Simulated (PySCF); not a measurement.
Problem. Give a PBE0-D3(BJ)/def2-SVP geometry of `C=C(B(F)F)B(Cl)Cl`.

Solution. 
Z-matrix in Å and degrees, rows numbered from 1:
```
C 
C   1  1.3514
B   2  1.5589  1  116.42
F   3  1.3227  2  120.36  1    -8.40
F   3  1.3153  2  123.22  1   169.47
B   2  1.5553  1  119.63  3  -178.75
Cl  6  1.7579  2  121.12  1   -18.21
Cl  6  1.7491  2  121.48  1   159.86
H   1  1.0958  2  121.81  3  -178.70
H   1  1.0957  2  121.45  3     1.69
```

B3 (three-coordinate boron) is planar (angles 123.2°, 120.4° and 116.4°, sum 360.0°, 0.01 Å off the plane of its three neighbours). Of the pairs four or more bonds apart, F4···H10 is among the closest relative to their van der Waals radii: 2.47 Å, 92 % of the sum of Bondi's values. B6 (three-coordinate boron) is planar (angles 121.5°, 121.1° and 117.4°, sum 360.0°, 0.02 Å off the plane of its three neighbours).

Computed, not measured: PySCF 2.14.0, PBE0-D3(BJ)/def2-SVP geometry optimisation, gas phase.

Point group: C1 (no symmetry element, even within 0.4 Å). PBE0-D3(BJ)/def2-SVP frequencies: not computed here.
